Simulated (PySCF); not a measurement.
# Cs3N: from structure and modes to constants

All numbers come from PBE in PySCF with N def2-TZVP, Cs def2-TZVP with ECP46; scalar-relativistic core potentials, no spin–orbit coupling; density-fitted integrals.

The singlet minimum has D3h symmetry. Masses (u): N 14.00307, Cs 132.90545.

```xyz
4
charge 0 multiplicity 1, angstrom
N     0.0000    0.0000    0.0000
Cs    2.6084    0.0000    0.0000
Cs   -1.3042    2.2589    0.0000
Cs   -1.3042   -2.2590    0.0000
```

Harmonic wavenumbers (cm⁻¹): 48.5 (e', ×2), 102.6 (a1', ×1), 142.0 (a2'', ×1), 333.8 (e', ×2).

Find the principal moments of inertia and the rotational constants. What kind of rotor is it?

About the centre of mass I = 1356.4, 1356.4, 2712.8 u Å². With B = 16.8576/I this gives 0.01243, 0.01243, 0.006214 cm⁻¹. The molecule is an oblate symmetric top.

What is the harmonic zero-point energy?

Half the sum of all 6 wavenumbers, 1009/2 = 505 cm⁻¹, which is 6.0 kJ/mol (1 cm⁻¹ = 0.0119627 kJ/mol).

Give the standard entropy (298.15 K, 1 bar) by its translational, rotational, vibrational and spin parts, and Cp.

Sackur–Tetrode with M = 412.72 u gives 184.0; rotation with symmetry number 6 gives 126.5; vibration 77.1; spin R ln 1 = 0.0. The total is 387.5 J/(mol K), and Cp = 4 R + 46.2 = 79.4 J/(mol K).

Other isomers or separated fragments may lie lower.
